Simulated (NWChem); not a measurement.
Species: C2H9NSi; SMILES C[SiH](C)N

```xyz
13

Si    -0.0655    -0.0127     0.3418
C      0.1384     1.7689    -0.2437
C      1.4463    -1.0059    -0.1609
N     -1.4734    -0.8388    -0.2618
H     -0.2127     0.0120     1.8331
H      0.2543     1.8198    -1.3388
H     -0.7351     2.3821     0.0298
H      1.0289     2.2343     0.2101
H      1.3799    -2.0384     0.2140
H      1.5433    -1.0486    -1.2583
H      2.3687    -0.5521     0.2344
H     -1.5241    -1.0778    -1.2465
H     -2.3894    -0.5642     0.0759
```
Atoms are numbered in this order, from 1.

All runs: NWChem. Geometry: optimised at PBE0/def2-SVP. Level: PBE0/def2-SVP with SMD (1 M gas to 1 M solution), gas-phase geometry. Reactions with the solvent are ignored.

What does the run give for solvent toluene? Quantities: solvation free energy (kcal/mol); cavity-dispersion-structure term (kcal/mol); dipole in solution (D).


```
Quantity                                     Result
-------------------------------------------  ------
solvation free energy (kcal/mol)               -1.9
cavity-dispersion-structure term (kcal/mol)     0.5
dipole in solution (D)                         1.54
```
